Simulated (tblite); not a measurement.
Start geometry of `C=C(C)[P@@H+]1C=C(C)CC1` from a force field or distance geometry (Å):
```
atom  x, y, z in Å
C1    -3.0877   -0.7991    0.4621
C2    -1.9611   -0.1064    0.3712
C3    -2.0388    1.2607   -0.1815
P4    -0.4527   -0.8424    0.9217
C5     0.8873    0.3378    1.2152
C6     1.6933    0.3518    0.1576
C7     2.9139    1.2519    0.0967
C8     1.3256   -0.5497   -0.9110
C9     0.4226   -1.6481   -0.4818
H10   -3.1385   -1.8209    0.8706
H11   -4.0465   -0.3931    0.1396
H12   -2.9894    1.3144   -0.7815
H13   -2.2092    1.9896    0.6661
H14   -1.1752    1.5299   -0.8046
H15   -0.5809   -1.7001    2.0173
H16    0.9406    0.9109    2.1296
H17    3.3743    1.1170   -0.9161
H18    2.6481    2.2930    0.2530
H19    3.6816    0.9307    0.8361
H20    2.2817   -1.0483   -1.2535
H21    0.9594    0.0074   -1.8056
H22   -0.3686   -1.7843   -1.2581
H23    0.9156   -2.5757   -0.1869
```

Problem. What comes out of this run: GFN2-xTB geometry optimisation, gas phase (tblite 0.8.0)?

Solution. 
```
atom  x, y, z in Å
C1    -3.184   -0.741    1.043
C2    -2.174   -0.143    0.421
C3    -2.268    1.049   -0.473
P4    -0.496   -0.766    0.666
C5     0.732    0.450    1.057
C6     1.790    0.369    0.231
C7     2.974    1.254    0.293
C8     1.751   -0.715   -0.808
C9     0.355   -1.368   -0.834
H10   -3.042   -1.596    1.685
H11   -4.197   -0.393    0.926
H12   -3.306    1.333   -0.624
H13   -1.738    1.895   -0.034
H14   -1.819    0.846   -1.446
H15   -0.577   -1.768    1.618
H16    0.621    1.157    1.862
H17    3.059    1.827   -0.630
H18    2.917    1.943    1.130
H19    3.883    0.661    0.382
H20    2.517   -1.453   -0.561
H21    2.012   -0.310   -1.786
H22   -0.216   -1.048   -1.710
H23    0.401   -2.458   -0.853
```

The energy falls by 0.723 eV over 148 L-BFGS steps, the largest force on an atom goes from 3.76 to 0.009 eV/Å, and the atoms move by 0.675 Å rms after alignment. Among the bonds, C6–C8 and C8–C9 change most and about equally (+0.056 Å). Bonds longer at the end by more than 0.005 Å: 5 of 23; shorter: 14. Among the angles that change most is C3–C2–P4, from 123.2° to 114.5°. Among the dihedrals that turn most is C8–C6–C7–H18, from 125° to -176°. Rotational constants go from 2585, 922.7, 833.6 to 2780, 834.2, 778.4 MHz. The orientation of the end geometry is arbitrary; only internal coordinates are fixed.

Time: 1.4 s wall. Hardware: one thread, Intel Xeon Platinum 8488C (x86_64), shared host with 192 logical CPUs at a one-minute load of 35.

Its lowest GFN2-xTB frequency is 9 cm⁻¹, too small to tell a flat minimum from a shallow saddle. 3 starts were optimised and ended at 0.00, 0.07 and 0.36 kcal/mol (GFN2-xTB); the lowest of these is shown.

One conformer stands for the species.

All values are computed, not measured.
